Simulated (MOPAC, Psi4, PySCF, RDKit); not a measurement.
Relaxed torsion scan: SMILES COC(=O)c1ccc([SiH3])cc1 (C8H10O2Si). Scanned: dihedral C1–O2–C3–O4; all other coordinates were relaxed at GFN2-xTB. Points at φ and −φ are mirror images. Heavy atoms are numbered in the order of the SMILES COC(=O)c1ccc([SiH3])cc1, hydrogens after them in the order of the atoms that carry them; the mirror image has the same energies with the sign of each dihedral reversed.

Levels: MMFF94 // GFN2-xTB (RDKit); RKS-B3LYP/6-311+G** = restricted B3LYP/6-311+G**, spherical d, density fitting // GFN2-xTB run with PySCF 2.14.0; PM6, restricted, heats of formation // GFN2-xTB (MOPAC); PBE-D3(BJ)/def2-SVP // GFN2-xTB (Psi4).

Energies relative to the lowest point of each profile, in kJ/mol; the last columns give the difference from PBE-D3(BJ):

```json
[
 {"φ / °": "-150", "MMFF94": "62.9", "RKS-B3LYP/6-311+G**": "51.6", "PM6": "34.3", "PBE-D3(BJ)/def2-SVP": "48.0", "MMFF94 − PBE-D3(BJ)/def2-SVP": "14.9", "RKS-B3LYP/6-311+G** − PBE-D3(BJ)/def2-SVP": "3.6", "PM6 − PBE-D3(BJ)/def2-SVP": "-13.7"},
 {"φ / °": "-120", "MMFF94": "65.1", "RKS-B3LYP/6-311+G**": "53.9", "PM6": "40.8", "PBE-D3(BJ)/def2-SVP": "52.3", "MMFF94 − PBE-D3(BJ)/def2-SVP": "12.8", "RKS-B3LYP/6-311+G** − PBE-D3(BJ)/def2-SVP": "1.6", "PM6 − PBE-D3(BJ)/def2-SVP": "-11.5"},
 {"φ / °": "-90", "MMFF94": "60.1", "RKS-B3LYP/6-311+G**": "52.7", "PM6": "41.7", "PBE-D3(BJ)/def2-SVP": "53.0", "MMFF94 − PBE-D3(BJ)/def2-SVP": "7.1", "RKS-B3LYP/6-311+G** − PBE-D3(BJ)/def2-SVP": "-0.3", "PM6 − PBE-D3(BJ)/def2-SVP": "-11.4"},
 {"φ / °": "-60", "MMFF94": "41.3", "RKS-B3LYP/6-311+G**": "36.4", "PM6": "27.1", "PBE-D3(BJ)/def2-SVP": "37.0", "MMFF94 − PBE-D3(BJ)/def2-SVP": "4.4", "RKS-B3LYP/6-311+G** − PBE-D3(BJ)/def2-SVP": "-0.6", "PM6 − PBE-D3(BJ)/def2-SVP": "-9.9"},
 {"φ / °": "-30", "MMFF94": "15.1", "RKS-B3LYP/6-311+G**": "13.1", "PM6": "8.1", "PBE-D3(BJ)/def2-SVP": "12.4", "MMFF94 − PBE-D3(BJ)/def2-SVP": "2.8", "RKS-B3LYP/6-311+G** − PBE-D3(BJ)/def2-SVP": "0.8", "PM6 − PBE-D3(BJ)/def2-SVP": "-4.2"},
 {"φ / °": "0", "MMFF94": "0.0", "RKS-B3LYP/6-311+G**": "0.0", "PM6": "0.0", "PBE-D3(BJ)/def2-SVP": "0.0", "MMFF94 − PBE-D3(BJ)/def2-SVP": "0.0", "RKS-B3LYP/6-311+G** − PBE-D3(BJ)/def2-SVP": "0.0", "PM6 − PBE-D3(BJ)/def2-SVP": "0.0"},
 {"φ / °": "30", "MMFF94": "15.1", "RKS-B3LYP/6-311+G**": "13.1", "PM6": "8.1", "PBE-D3(BJ)/def2-SVP": "12.4", "MMFF94 − PBE-D3(BJ)/def2-SVP": "2.8", "RKS-B3LYP/6-311+G** − PBE-D3(BJ)/def2-SVP": "0.8", "PM6 − PBE-D3(BJ)/def2-SVP": "-4.2"},
 {"φ / °": "60", "MMFF94": "41.3", "RKS-B3LYP/6-311+G**": "36.4", "PM6": "27.1", "PBE-D3(BJ)/def2-SVP": "37.0", "MMFF94 − PBE-D3(BJ)/def2-SVP": "4.4", "RKS-B3LYP/6-311+G** − PBE-D3(BJ)/def2-SVP": "-0.6", "PM6 − PBE-D3(BJ)/def2-SVP": "-9.9"},
 {"φ / °": "90", "MMFF94": "60.1", "RKS-B3LYP/6-311+G**": "52.7", "PM6": "41.7", "PBE-D3(BJ)/def2-SVP": "53.0", "MMFF94 − PBE-D3(BJ)/def2-SVP": "7.1", "RKS-B3LYP/6-311+G** − PBE-D3(BJ)/def2-SVP": "-0.3", "PM6 − PBE-D3(BJ)/def2-SVP": "-11.4"},
 {"φ / °": "120", "MMFF94": "65.1", "RKS-B3LYP/6-311+G**": "53.9", "PM6": "40.8", "PBE-D3(BJ)/def2-SVP": "52.3", "MMFF94 − PBE-D3(BJ)/def2-SVP": "12.8", "RKS-B3LYP/6-311+G** − PBE-D3(BJ)/def2-SVP": "1.6", "PM6 − PBE-D3(BJ)/def2-SVP": "-11.5"},
 {"φ / °": "150", "MMFF94": "62.9", "RKS-B3LYP/6-311+G**": "51.6", "PM6": "34.3", "PBE-D3(BJ)/def2-SVP": "48.0", "MMFF94 − PBE-D3(BJ)/def2-SVP": "14.9", "RKS-B3LYP/6-311+G** − PBE-D3(BJ)/def2-SVP": "3.6", "PM6 − PBE-D3(BJ)/def2-SVP": "-13.7"},
 {"φ / °": "180", "MMFF94": "64.9", "RKS-B3LYP/6-311+G**": "53.6", "PM6": "26.7", "PBE-D3(BJ)/def2-SVP": "51.3", "MMFF94 − PBE-D3(BJ)/def2-SVP": "13.7", "RKS-B3LYP/6-311+G** − PBE-D3(BJ)/def2-SVP": "2.3", "PM6 − PBE-D3(BJ)/def2-SVP": "-24.6"}
]
```

MMFF94 is furthest from PBE-D3(BJ)/def2-SVP at -150 (14.9 kJ/mol, above); its mean absolute difference over the points is 8.1 kJ/mol.

RKS-B3LYP/6-311+G** is furthest from PBE-D3(BJ)/def2-SVP at -150 (3.6 kJ/mol, above); its mean absolute difference over the points is 1.3 kJ/mol.

PM6 is furthest from PBE-D3(BJ)/def2-SVP at 180 (-24.6 kJ/mol, below); its mean absolute difference over the points is 10.5 kJ/mol.

MMFF94 has few fitted parameters for silicon.
